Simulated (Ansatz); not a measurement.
ClFGeI, SMILES `[F][Ge]([Cl])[I]` radical, relaxed with UKS PBE0-D4/def2-TZVP in the Gaussian-basis code of Ansatz from a PBE-D4/def2-SVP geometry. The force threshold is 0.005 eV/Å; the program also tests the step.

The species carries charge 0 and has multiplicity 2. I takes the def2 core potential.

Start:

```xyz
4

F     0.018    1.009    1.445
Ge   -0.064   -0.415    0.408
Cl   -1.939   -0.196   -0.707
I     1.986   -0.398   -1.146
```

| step | energy (eV) | largest force (eV/Å) | largest move (Å) |
| --- | --- | --- | --- |
| 1 | -79849.6618 | 0.698 | 0.000 |
| 2 | -79849.6928 | 0.289 | 0.057 |
| 3 | -79849.6962 | 0.143 | 0.013 |
| 4 | -79849.6967 | 0.033 | 0.005 |
| 5 | -79849.6967 | 0.022 | 0.003 |
| 6 | -79849.6967 | 0.004 | 0.002 |

End:

```xyz
4

F     0.019    0.991    1.411
Ge   -0.065   -0.416    0.400
Cl   -1.904   -0.189   -0.690
I     1.950   -0.386   -1.121
```

It took 28 s on 4 threads of an AMD EPYC 7B13 on a shared host, with 0.67 GiB of host memory at the peak.
